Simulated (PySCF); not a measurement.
A GIAO shielding run with PySCF (density fitting, non-relativistic, gas phase) on `CCCC[C@H](C)S(=O)(=O)[O-]`, [C₆H₁₃O₃S]-:

```
{"job": {"kind": "nmr", "xc": "PBE0", "basis": "pcSseg-1"}, "charge": -1, "multiplicity": 1}
C      3.174822    -0.457420     0.221822
C      2.005056    -0.351825    -0.749653
C      0.744132     0.159595    -0.058948
C     -0.440230     0.243120    -1.017974
C     -1.764014     0.391515    -0.296788
C     -1.859155     1.498595     0.723613
S     -2.110745    -1.176923     0.618098
O     -1.222015    -1.189702     1.782722
O     -1.829330    -2.247335    -0.338557
O     -3.525041    -1.070778     0.975475
H      3.409838     0.518253     0.644532
H      4.065671    -0.839653    -0.276120
H      2.916784    -1.128415     1.037224
H      2.274667     0.317648    -1.574479
H      1.799021    -1.336315    -1.174161
H      0.946019     1.144269     0.372632
H      0.460382    -0.520404     0.746251
H     -0.503568    -0.697486    -1.570579
H     -0.289299     1.059743    -1.739282
H     -2.582447     0.444607    -1.015703
H     -2.872806     1.515320     1.118171
H     -1.189022     1.271644     1.549079
H     -1.613471     2.478932     0.305639
```

Hardware: 1 thread of an Arm Neoverse V1, shared host. The job also computes population analyses, field gradients.

Question: How large is the calculation?

Answer: 90 electrons, 242 basis functions and 1276 auxiliary functions.

Question: How long does it take?

Answer: 67 s of wall time, with 14 SCF cycles and 4 response iterations. Times on a shared host scatter by some tens of per cent.
